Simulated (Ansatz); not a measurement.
Start from `O=C(S)C[SeH]` and change one atom or group to get `O=[C](S)[AlH][OH]`.

Ansatz, PBE0-D4/def2-TZVP geometries, multiplicity 1. Each molecule was computed in one conformer, which needn't be the lowest.

Scalar relativity is left out up to krypton.

| property | `O=C(S)C[SeH]` |
| --- | --- |
| HOMO–LUMO gap (B3LYP/def2-TZVPP) / eV | 5.24 |
| HOMO energy (ωB97M-V/def2-TZVPP) / eV | -9.27 |
| HOMO energy (B3LYP/def2-TZVPP) / eV | -6.83 |
| LUMO energy (PBE/def2-TZVPP) / eV | -2.34 |
| LUMO energy (ωB97M-V/def2-TZVPP) / eV | 0.78 |
| LUMO energy (B3LYP/def2-TZVPP) / eV | -1.59 |

(1) What does the change do to each property? (Estimate.)

Results:

(1) Computed: 
```json
{"property": "HOMO–LUMO gap (B3LYP/def2-TZVPP) / eV", "`O=[C](S)[AlH][OH]`": "4.49", "shift": "-0.75"}
{"property": "HOMO energy (ωB97M-V/def2-TZVPP) / eV", "`O=[C](S)[AlH][OH]`": "-9.10", "shift": "0.17"}
{"property": "HOMO energy (B3LYP/def2-TZVPP) / eV", "`O=[C](S)[AlH][OH]`": "-6.73", "shift": "0.10"}
{"property": "LUMO energy (PBE/def2-TZVPP) / eV", "`O=[C](S)[AlH][OH]`": "-2.88", "shift": "-0.54"}
{"property": "LUMO energy (ωB97M-V/def2-TZVPP) / eV", "`O=[C](S)[AlH][OH]`": "-0.12", "shift": "-0.90"}
{"property": "LUMO energy (B3LYP/def2-TZVPP) / eV", "`O=[C](S)[AlH][OH]`": "-2.24", "shift": "-0.65"}
```

With PBE0 the HOMO rises by 0.12 eV and the LUMO falls by 0.66 eV, so the gap narrows by about 0.78 eV. PBE moves the HOMO by 0.22 eV and ωB97M-V by 0.17 eV.

B3LYP here is the variant with VWN-RPA as its local correlation; programs differ in this.

Spin–orbit coupling is left out; it splits and shifts lone-pair levels of the heavy atoms by tenths of an eV.
